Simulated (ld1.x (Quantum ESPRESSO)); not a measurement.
**Transferability test, RRKJ potential for palladium**

ld1.x (Quantum ESPRESSO) 7.5 input, shortened:

```
&input
   title='Pd', zed=46., rel=1, dft='REVPBE', iswitch=3,
   config='[Kr] 4d8 4f-2 5s0 5p0'
 /
 &inputp
   pseudotype=2, tm=.false., lloc=-1, rcloc=1.50,
   nlcc=.false.
 /
4
4S  1  0   2.00   0.00  1.45  1.45  0.0
4P  2  1   6.00   0.00  1.35  1.35  0.0
4D  3  2   8.00   0.00  1.95  1.95  0.0
4F  4  3  -2.00  -0.05  1.55  1.55  0.0
 &test
   configts(1)='4s2 4p6 4d8 5s0 5p0'
 /
```

Energies are relative to the spin-unpolarised reference configuration 4s2 4p6 4d8 5s0 5p0; without spin polarisation the order of configurations can differ from experiment.

Question: Give the all-electron excitation energy and the error of the potential for: 4s2 4p6 4d10 5s0 5p0; 4s2 4p6 4d9 5s0 5p0; 4s2 4p6 4d7 5s0 5p0; 4s2 4p5 4d10 5s0 5p0; 4s2 4p6 4d9.5 5s0 5p0; 4s1 4p6 4d10 5s0 5p0; 4s2 4p6 4d9 5s0 5p1.

Answer:

```csv
valence configuration,charge,ΔE all-electron (eV),error AE − PS (meV)
4s2 4p6 4d10 5s0 5p0,0,-29.752,-11
4s2 4p6 4d9 5s0 5p0,+1,-20.730,-0.5
4s2 4p6 4d7 5s0 5p0,+3,34.281,+6.0
4s2 4p5 4d10 5s0 5p0,+1,27.321,-103
4s2 4p6 4d9.5 5s0 5p0,+0.5,-26.565,-4.7
4s1 4p6 4d10 5s0 5p0,+1,61.716,-233
4s2 4p6 4d9 5s0 5p1,0,-24.515,-62
```

Levels in the configuration 4s2 4p5 4d10 5s0 5p0:

```
level  all-electron (eV)  pseudo (eV)
   4s            -98.014      -98.303
   4p            -63.650      -63.822
   4d            -15.341      -15.352
```
